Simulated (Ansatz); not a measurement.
`C=C(O)[SiH2]C=O` → `C=C1C[SiH](O)O1`  (isomerisation)

Calculated with Ansatz (gas phase, PBE0-D4/def2-TZVP geometries, no zero-point term in ΔE). CCSD(T)/CBS is the MP2 limit (def2-TZVPP, def2-QZVPP) plus CCSD(T) − MP2 in def2-TZVPP, frozen cores. DFT in def2-TZVPP. B3LYP here is the variant with VWN-RPA as its local correlation; programs differ in this. Each species was taken in one conformer, which may not be the lowest.

```csv
level,ΔE (eV),difference from CCSD(T)/CBS
PBE-D4,-2.89,0.27
r2SCAN-D4,-3.13,0.03
B3LYP-D4,-2.93,0.23
ωB97X-V,-3.11,0.05
ωB97M-V,-3.15,0.01
PBE,-2.88,0.28
B3LYP,-2.91,0.25
SCS-MP2/def2-TZVPP,-3.16,0.00
HF/CBS(def2),-3.03,0.13
CCSD/CBS(def2),-3.19,-0.03
CCSD(T)/CBS,-3.16,0
```

Largest T1 diagnostic among the species: 0.015.

From PBE to PBE0 (25 % exact exchange), in def2-TZVPP and without D4, ΔE moves by −0.23 eV. In def2-TZVPP, CCSD(T) changes the Hartree–Fock value by −0.09 eV (the triples alone add +0.03 eV) and MP2 by −0.31 eV.
